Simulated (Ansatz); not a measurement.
Cu5H4. Total charge 0; doublet. Geometry B3LYP-D4/def2-SVP, basis def2-TZVP, Ansatz.

Cartesian coordinates in Å:
```
Cu -0.4686 3.0003 -1.3349
Cu -0.4172 0.6506 -1.0357
Cu -0.1993 -1.7550 -0.2461
Cu 0.4107 2.1586 0.6706
Cu 0.6030 -0.1069 1.4893
H 0.3560 -1.6772 1.3154
H -0.6563 -0.8939 -1.5250
H -0.6101 -2.7752 -1.3281
H 0.9818 1.3987 1.9943
```

```tsv
run	HOMO (eV)	LUMO (eV)
A	-5.00	-4.41
B	-5.63	-3.90
C	-5.27	-4.82
D	-6.07	-3.48
E	-5.08	-4.51
F	-5.21	-4.30
```

No other spin state of charge 0 was run. Another isomer (doublet) lies 1.49 eV lower at PBE0-D4/def2-TZVP; other spin states weren't run for this one.

HOMO and LUMO are taken over both spins.

Q: The runs used LDA (SPW92), PBE, PBE0, r2SCAN, r2SCANh, revPBE. Estimate which is which.

A: A revPBE (0 % exact exchange); B r2SCANh (10 % exact exchange); C LDA (SPW92) (0 % exact exchange); D PBE0 (25 % exact exchange); E PBE (0 % exact exchange); F r2SCAN (0 % exact exchange). Exact exchange lowers occupied and raises empty levels; among semilocal functionals meta-GGAs tend to open the gap a little, and such runs are hard to tell apart. The gap grows from 0.45 eV (LDA (SPW92)) to 2.59 eV (PBE0).
